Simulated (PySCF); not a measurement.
**Spin states of CsAl**

Unrestricted PBE0; PySCF, scalar-relativistic core potentials, basis sets Cs def2-SVPD with ECP46, Al def2-SVPD. Outer shells of the fragments: Cs 6s1; Al 3s2 3p1.

Followed along the bond (rough minima from three points):

| 2Ms+1 | unpaired | ⟨S²⟩ at the start | R at minimum (Å) | Te (eV) |
| --- | --- | --- | --- | --- |
| 3 | σ ↑, π ↑ | 2.01 | 3.72 | 0.00 |
| 1 | σ ↓, π ↑ | 1.01 | 3.75 | 0.16 |
| 1 | none | 0.00 | 4.06 | 0.26 |
| 3 | π ↑↑ | 2.01 | 3.29 | 0.30 |
| 1 | π ↑↓ | 1.01 | 3.30 | 0.47 |

Solutions found at the starting distance of 3.400 Å, counted from the lowest of them; the search is not exhaustive and high or unbound solutions are not listed, so other states can lie among these:

```tsv
2Ms+1	unpaired	term	E (eV)	⟨S²⟩	⟨Lz²⟩	μ (D)
3	σ ↑, π ↑	³Π	0.00	2.01	1.01	-7.41
1	σ ↓, π ↑	mixed	0.17	1.01	1.01	-6.80
3	π ↑↑	³Σ⁻	0.24	2.01	0.00	-10.25
1	π ↑↓	mixed	0.41	1.01	2.03	-10.15
1	none	¹Σ⁺	0.52	0.00	0.00	-4.56
1	none	mixed	1.02	0.00	2.00	-9.50
```

A term symbol is given only where ⟨S²⟩ and ⟨Lz²⟩ are close to those of a pure state; real π, δ and φ orbitals otherwise mix terms. A positive dipole means Cs(−)Al(+).

Spin–orbit coupling is left out.
